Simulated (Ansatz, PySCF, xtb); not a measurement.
Complex: HBr (SMILES Br) (first 2 atoms) with CH6Si (SMILES C[SiH3]); geometry from B3LYP-D3(BJ)/def2-TZVP, rigid monomers moved along the line of their centres of mass till H2···H9 is 2.65 Å.
(charge 0, multiplicity 1):
```xyz
10

Br    -1.429     0.061    -0.171
H     -0.303    -0.166     0.681
C     -0.660     0.468     4.451
Si     1.107    -0.093     4.189
H     -0.843     0.679     5.506
H     -1.366    -0.300     4.130
H     -0.871     1.374     3.881
H      2.072     0.953     4.600
H      1.348    -0.380     2.747
H      1.395    -1.337     4.941
```

Interaction energies are E(AB) − E(A) − E(B) at the monomers' geometry in the complex; basis-set methods are counterpoise corrected. Rows marked so take none.

Rows in 3-21G carry no dispersion term and start afresh at each structure; the Pople sets are all-electron and without relativity.

Codes used: Ansatz (Gaussian basis) for Hartree–Fock, density functionals and correlated methods; PySCF for 3-21G rows, the dispersion terms; xtb for the GFN methods. 

Problem. One of these levels gives -63.2 meV for the interaction energy. Which one is it?
A) GFN1-xTB
B) PBE-D3(BJ)/def2-TZVPPD
C) HF/3-21G (no counterpoise)

Solution. B, PBE-D3(BJ)/def2-TZVPPD. The others give -37.6 (GFN1-xTB), -22.2 (HF/3-21G (no counterpoise))

Ansatz is a first-principles code.
